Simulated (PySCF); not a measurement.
A series of related molecules

Level of theory: TDDFT wB97X-D/def2-SVPD circular dichroism and optical rotation, one conformer, gas phase in PySCF. Geometry: GFN2-xTB.

Each molecule in one low-energy conformer. The parent is FC(F)(F)[C@@H]1C[Si@H]1Br.

The calculation is non-relativistic, which matters for the atoms heavier than Zn.

**Question.** How does the specific rotation at 589.3 nm (origin-invariant length gauge) change along this series?
- FC(F)(F)[C@@H]1C[Si@H]1Br (base)
- FC(F)(F)[C@@H]1C[Si@@H]1Br (diastereomer)

**Answer.** 
```csv
molecule,[α]589 (deg dm⁻¹ (g/mL)⁻¹),S1 (eV),"R(S1), velocity form (10⁻⁴⁰ esu² cm²)"
FC(F)(F)[C@@H]1C[Si@H]1Br,-48.3,5.99,+17.3
FC(F)(F)[C@@H]1C[Si@@H]1Br,+58.0,5.81,+2.1
```
The specific rotation at 589.3 nm (origin-invariant length gauge) is lowest for FC(F)(F)[C@@H]1C[Si@H]1Br and highest for FC(F)(F)[C@@H]1C[Si@@H]1Br.
